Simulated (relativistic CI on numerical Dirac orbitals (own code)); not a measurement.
**Energy levels of Hg23+**

Method of calculation: Dirac-Coulomb-Breit CI, KLI orbitals optimised for each configuration, model QED, unscaled Slater integrals (own radial code, finite nucleus).

Configurations in the expansion (outside the closed core [Ar] 3d10): 4s2.4p6.4d10.4f11, 4s2.4p6.4d10.4f10.5s, 4s2.4p6.4d10.4f9.5s2, 4s2.4p6.4d10.4f10.5p, 4s2.4p6.4d9.4f12, 4s2.4p6.4d10.4f10.5d, 4s2.4p6.4d8.4f13, 4s2.4p5.4d10.4f12, 4s2.4p6.4d10.4f10.6s, 4s2.4p4.4d10.4f13, 4p6.4d10.4f13, 4s.4p6.4d9.4f13, 4s.4p6.4d10.4f11.5s, 4s.4p6.4d10.4f11.6s. Levels of other configurations are missing.

The lowest level is 4s2.4p6.4d10.4f11 4I°_15/2, with 92 % of that term; Hund's rules for 4s2.4p6.4d10.4f11 give 4I° with J = 15/2, in agreement.

| No. | Configuration | Term | J | E (eV) | % | Next component (%) | Landé g |
| --- | --- | --- | --- | --- | --- | --- | --- |
| 1 | 4s2.4p6.4d10.4f11 | 4I° | 15/2 | 0.0000 | 92 | 8 2K° | 1.186 |
| 2 | 4s2.4p6.4d10.4f11 | 2G° | 9/2 | 3.4124 | 40 | 36 4F° | 1.130 |
| 3 | 4s2.4p6.4d10.4f11 | 4I° | 13/2 | 3.8033 | 98 | 2 2K° | 1.101 |
| 4 | 4s2.4p6.4d10.4f11 | 2H° | 11/2 | 3.8678 | 53 | 29 4I° | 1.076 |
| 5 | 4s2.4p6.4d10.4f11 | 2P° | 3/2 | 5.1349 | 34 | 31 4S° | 1.326 |
| 6 | 4s2.4p6.4d10.4f11 | 4I° | 9/2 | 6.4750 | 39 | 32 4F° | 0.974 |
| 7 | 4s2.4p6.4d10.4f11 | 4I° | 11/2 | 7.3366 | 50 | 45 4G° | 1.106 |
| 8 | 4s2.4p6.4d10.4f11 | 4F° | 5/2 | 7.6434 | 51 | 42 2D° | 1.101 |
| 9 | 4s2.4p6.4d10.4f11 | 4F° | 7/2 | 7.7531 | 83 | 15 2G° | 1.181 |
| 10 | 4s2.4p6.4d10.4f11 | 4S° | 3/2 | 8.1994 | 44 | 31 4F° | 1.201 |
| 11 | 4s2.4p6.4d10.4f11 | 2K° | 15/2 | 9.1978 | 82 | 10 2L° | 1.061 |
| 12 | 4s2.4p6.4d10.4f11 | 2G° | 7/2 | 9.3387 | 38 | 33 4G° | 1.008 |
| 13 | 4s2.4p6.4d10.4f11 | 4G° | 9/2 | 9.4204 | 46 | 23 4F° | 1.150 |
| 14 | 4s2.4p6.4d10.4f11 | 2H° | 11/2 | 10.0844 | 49 | 31 4G° | 1.120 |
| 15 | 4s2.4p6.4d10.4f11 | 2P° | 1/2 | 10.9415 | 89 | 11 4D° | 0.589 |
| 16 | 4s2.4p6.4d10.4f11 | 4G° | 9/2 | 11.0107 | 41 | 33 4I° | 1.001 |
| 17 | 4s2.4p6.4d10.4f11 | 2D° | 5/2 | 11.3093 | 43 | 29 4D° | 1.163 |
| 18 | 4s2.4p6.4d10.4f11 | 2K° | 13/2 | 11.5170 | 67 | 32 2I° | 0.977 |
| 19 | 4s2.4p6.4d10.4f11 | 4F° | 3/2 | 11.7327 | 38 | 17 2D° | 0.973 |
| 20 | 4s2.4p6.4d10.4f11 | 4G° | 5/2 | 12.2901 | 46 | 23 2D° | 0.854 |
| 21 | 4s2.4p6.4d10.4f11 | 4D° | 7/2 | 12.8606 | 67 | 20 2G° | 1.287 |
| 22 | 4s2.4p6.4d10.4f11 | 2I° | 11/2 | 13.0743 | 58 | 36 2H° | 0.998 |
| 23 | 4s2.4p6.4d10.4f11 | 2L° | 17/2 | 13.5655 | 100 |  | 1.056 |
| 24 | 4s2.4p6.4d10.4f11 | 4G° | 7/2 | 13.5714 | 54 | 27 2G° | 1.033 |
| 25 | 4s2.4p6.4d10.4f11 | 2D° | 5/2 | 13.7534 | 46 | 26 4G° | 1.006 |
| 26 | 4s2.4p6.4d10.4f11 | 4D° | 3/2 | 14.8542 | 42 | 28 2D° | 1.101 |
| 27 | 4s2.4p6.4d10.4f11 | 2H° | 9/2 | 15.2399 | 61 | 27 2G° | 0.966 |
| 28 | 4s2.4p6.4d10.4f11 | 2I° | 13/2 | 15.2672 | 68 | 31 2K° | 1.030 |
| 29 | 4s2.4p6.4d10.4f11 | 2H° | 9/2 | 16.1667 | 74 | 12 2G° | 0.939 |
| 30 | 4s2.4p6.4d10.4f11 | 2D° | 3/2 | 16.1756 | 41 | 23 2P° | 0.998 |
| 31 | 4s2.4p6.4d10.4f11 | 2L° | 15/2 | 17.2561 | 89 | 10 2K° | 0.952 |
| 32 | 4s2.4p6.4d10.4f11 | 4D° | 5/2 | 17.4807 | 48 | 28 2D° | 1.162 |
| 33 | 4s2.4p6.4d10.4f11 | 4D° | 1/2 | 17.5464 | 89 | 11 2P° | 0.067 |
| 34 | 4s2.4p6.4d10.4f11 | 2H° | 11/2 | 18.1857 | 57 | 40 2I° | 1.026 |
| 35 | 4s2.4p6.4d10.4f11 | 2F° | 7/2 | 18.1972 | 70 | 11 4G° | 1.145 |
| 36 | 4s2.4p6.4d10.4f11 | 2G° | 7/2 | 20.6617 | 90 | 9 2F° | 0.910 |
| 37 | 4s2.4p6.4d10.4f11 | 2D° | 3/2 | 21.0977 | 63 | 25 4D° | 0.915 |
| 38 | 4s2.4p6.4d10.4f11 | 2F° | 5/2 | 22.7075 | 69 | 17 2D° | 0.918 |
| 39 | 4s2.4p6.4d10.4f11 | 2G° | 9/2 | 23.2637 | 90 | 9 2H° | 1.091 |
| 40 | 4s2.4p6.4d10.4f11 | 2F° | 5/2 | 28.5256 | 96 | 2 4G° | 0.858 |
| 41 | 4s2.4p6.4d10.4f11 | 2F° | 7/2 | 30.9257 | 93 | 5 2G° | 1.131 |
| 42 | 4f10(5I).5s | 6I | 17/2 | 58.6178 | 82 | 16 4K | 1.268 |
| 43 | 4f10(5I).5s | 6I | 15/2 | 60.5330 | 49 | 31 4I | 1.189 |
| 44 | 4f10(5I).5s | 6I | 13/2 | 63.1334 | 77 | 8 4I | 1.148 |
| 45 | 4f10(5I).5s | 4I | 15/2 | 63.1890 | 44 | 42 6I | 1.194 |

Energies count from the lowest computed level; ° marks odd parity. Percentages are summed over parent terms; the parents shown are those of the largest component, closed shells are left out there.

The mean weight of the leading LS term, summed over parents, in these 45 levels is 63 %, and that of the leading jj configuration (from the same eigenvectors) 74 %, so jj coupling describes them better and the LS labels are nominal.

At this charge transitions that keep the count of f electrons are usually good to a few per cent. Terms inside the open d or f shell come out 10 to 20 % too wide with unscaled integrals. Levels that differ in their count of f electrons can be misplaced by several ten thousand cm⁻¹, since the correlation energy of f electrons is missing or only estimated; rates across such gaps can be off by orders of magnitude.

LS names give the leading component of a level, which can be under half, so a name can repeat, a term be missing and a line seem to break the LS rules.
